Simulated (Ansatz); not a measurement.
Compare A (`O[SiH](F)O[SiH2]Cl`) with its isomer B (`O[Si@H](Cl)[Si@@H](O)F`).

Calculated with Ansatz (gas phase, PBE0-D4/def2-TZVP geometries, no zero-point term in ΔE). CCSD(T)/CBS adds triple-zeta CCSD(T) − MP2 to the extrapolated MP2 energy (def2 sets, frozen cores). Functionals use def2-TZVPP. B3LYP here is the variant with VWN-RPA as its local correlation; programs differ in this. Each species was taken in one conformer, which may not be the lowest.

(1) Which is lower in electronic energy at CCSD(T)/CBS, and by how much? (Best estimate.)

(2) Give E(B) − E(A) in kJ/mol with r2SCAN-D4, BLYP-D4, CCSD/def2-TZVPP, ωB97M-V, B3LYP, MP2/def2-TZVPP, PBE-D4. (Estimate.)

(3) Does the order hold for the free energy at 298.15 K (harmonic terms from PBE0-D4)? (An estimate is asked.)

Largest T1 diagnostic: 0.012.

## Answers

(1) Computed: A, by 161.0 kJ/mol.

(2) Ansatz gave: r2SCAN-D4 152.9, BLYP-D4 145.1, CCSD/def2-TZVPP 167.4, ωB97M-V 161.1, B3LYP 155.2, MP2/def2-TZVPP 168.3, PBE-D4 127.2. None reverses the order clearly.

(3) Computed: Yes: G(B) − G(A) = +165.5 kJ/mol, for one conformer each. Modes under 60 cm⁻¹, often nearly free rotors, make the harmonic entropy too high.

From BLYP to BHLYP (50 % exact exchange), in def2-TZVPP and without D4, E(B) − E(A) moves by +27.8 kJ/mol. In def2-TZVPP, CCSD(T) changes the Hartree–Fock value by −26.6 kJ/mol (the triples alone add −4.4 kJ/mol) and MP2 by −21.3 kJ/mol.
